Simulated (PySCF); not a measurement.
# What a mistake does to a calculation on CGeH5NSi

Calculated results; nothing here was measured. They come from PySCF 2.14.0, an open-source quantum chemistry program, on an isolated molecule that a program drew, which may never have been made. The molecule is CGeH5NSi (charge 0, singlet), drawn as the SMILES string `[CH3][Ge][N]=[SiH2]`.

Each row is a Hartree-Fock (HF) and frozen-core CCSD(T) single point in the cc-pV(D+d)Z basis, meant for a local HF minimum. Run 1 is clean. Each other run has one planted mistake out of seven kinds, and not every kind appears here: one electron removed, one electron added, multiplicity raised by two, geometry at a saddle point, minimal basis STO-3G, one bond length entered in bohr, all coordinates scaled. The reference is restricted for singlets and unrestricted otherwise, and also for a bond in bohr. Adding or removing an electron swaps singlet and doublet. Electrons count all cores. HOMO and LUMO are orbital energies over both spins, the gradient is its largest component, and the lowest frequency (negative if imaginary) is given only where the gradient is small. Bond lengths are over the 8 bonds as drawn. T1 is the CCSD diagnostic: over 0.02 (restricted) or 0.045 (unrestricted) a single reference is doubtful. Germanium has the cc-pVDZ-PP basis, with a core potential (ECP10MDF) in place of its 10 inner electrons, and its 3s, 3p and 3d shells are frozen in CCSD(T).

Geometry of the clean run:
```xyz
9
CGeH5NSi, angstrom
C    -0.9988   -0.3014   -2.7132
Ge   -2.1084   -0.7197   -1.0897
N    -0.8189   -0.4768    0.1554
Si    0.1679   -0.3110    1.3529
H    -0.1403   -0.9798   -2.7581
H    -0.6103    0.7200   -2.6376
H    -1.5757   -0.3946   -3.6371
H     0.3883    0.9516    2.0804
H     1.0036   -1.3955    1.8984
```

| run | electrons | basis functions | <S^2> | HOMO (eV) | LUMO (eV) | gradient (hartree/bohr) | lowest frequency (cm^-1) | mean bond (Å) | longest bond (Å) | T1 | HF (hartree) | CCSD(T) (hartree) | mistake |
|---|---|---|---|---|---|---|---|---|---|---|---|---|---|
| 1 | 64 | 99 | 0.000 | -7.87 | 1.85 | 1.3e-05 | 74 | 1.4514 | 2.010 | 0.0202 | -677.50805 | -678.05977 | no fault |
| 2 | 65 | 99 | 1.126 | -0.13 | 6.45 | 5.4e-02 | - | 1.4514 | 2.010 | 0.0500 | -677.47534 | -678.03598 | one electron added |
| 3 | 63 | 99 | 0.784 | -15.15 | -5.74 | 6.0e-02 | - | 1.4514 | 2.010 | 0.0248 | -677.25916 | -677.77988 | one electron removed |
| 4 | 64 | 99 | 0.000 | -8.06 | 1.44 | 4.6e-02 | - | 1.5472 | 2.143 | 0.0231 | -677.47309 | -678.04341 | all coordinates scaled |
| 5 | 64 | 99 | 2.019 | -6.08 | 0.31 | 2.3e-02 | - | 1.4514 | 2.010 | 0.0195 | -677.44496 | -677.97456 | multiplicity raised by two |
| 6 | 64 | 99 | 0.992 | -7.97 | 0.91 | 1.5e-02 | - | 1.6153 | 2.785 | 0.0466 | -677.40190 | -677.94157 | ? |

**Which mistake was planted in run 6, and what did it cost?**

The mean bond changes by a factor of 1.113 and the longest by 1.386, so the molecule wasn't scaled as a whole. A length L in bohr read as angstrom grows by (1/0.5292 - 1) L = 0.890 L. The 8 bonds together grew by 8 x 0.1639 = 1.311 Å, which gives L = 1.474 Å. That is the length of one of the H-Si bonds, 1.474 Å in the clean geometry. So the mistake is: one bond length entered in bohr. Subtracting run 1 and multiplying by 627.51 kcal/mol a hartree, the energy moved by 66.6 kcal/mol in HF and 74.2 kcal/mol in CCSD(T).

Cautions from the logs. Run 1: T1 is over the limit, so its CCSD(T) energy is less reliable; run 2: T1 is over the limit, so its CCSD(T) energy is less reliable and the added electron raises the CCSD(T) energy, so it isn't bound in this basis; run 4: T1 is over the limit, so its CCSD(T) energy is less reliable; run 6: T1 is over the limit, so its CCSD(T) energy is less reliable.
